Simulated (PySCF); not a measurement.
Cartesian coordinates in Å; atom numbers follow the order of the lines, from 1:
```xyz
13

N     3.5548   -0.6862   -0.4824
C     2.4339   -0.4683   -0.3314
C     1.0460   -0.2014   -0.1434
C     0.1443   -1.2586   -0.0152
C    -1.2014   -1.0036    0.1682
C    -1.6267    0.3113    0.2210
F    -2.9239    0.5591    0.3988
C    -0.7550    1.3775    0.0961
C     0.5897    1.1158   -0.0873
H     0.5055   -2.2781   -0.0599
H    -1.9215   -1.8051    0.2707
H    -1.1345    2.3901    0.1434
H     1.2949    1.9310   -0.1882
```

All values are calculated (PySCF): PBE0-D3(BJ)/def2-TZVP structure, shielding tensors at B97-2/pcSseg-2 (GIAO). Equivalent nuclei averaged, one conformer, no relativistic terms, gas phase.

Problem. List the cross peaks expected in HSQC, COSY and HMBC spectra.

Solution. 

HSQC (one-bond C–H):
| δH | δC |
| --- | --- |
| 7.91 (H10/H13) | 143.1 (C4/C9) |
| 7.32 (H11/H12) | 122.3 (C5/C8) |

COSY cross peaks (H two or three bonds apart, from the bond graph; peaks can be absent where the dihedral angle is near 90°):
| δH | δH |
| --- | --- |
| 7.91 (H10/H13) | 7.32 (H11/H12) |

HMBC (two and three bonds, from the bond graph):
| δH | δC |
| --- | --- |
| 7.91 (H10/H13) | 175.2 (C6), 143.1 (C4/C9), 124.6 (C2), 122.3 (C5/C8), 115.2 (C3) |
| 7.32 (H11/H12) | 175.2 (C6), 143.1 (C4/C9), 122.3 (C5/C8), 115.2 (C3) |

References, each an isolated molecule treated in the same way: 1H (31.64 ppm) and 13C (185.38 ppm) vs TMS.

Shifts are as computed. Against solution values, carbons near 30 ppm lie about +3 ppm off and those near 130 ppm about +7 ppm. Of 1211 compounds with measured shifts, 218 miss one by over three times the rms of a fit or turn the order of signals round; such compounds aren't used in these exercises.
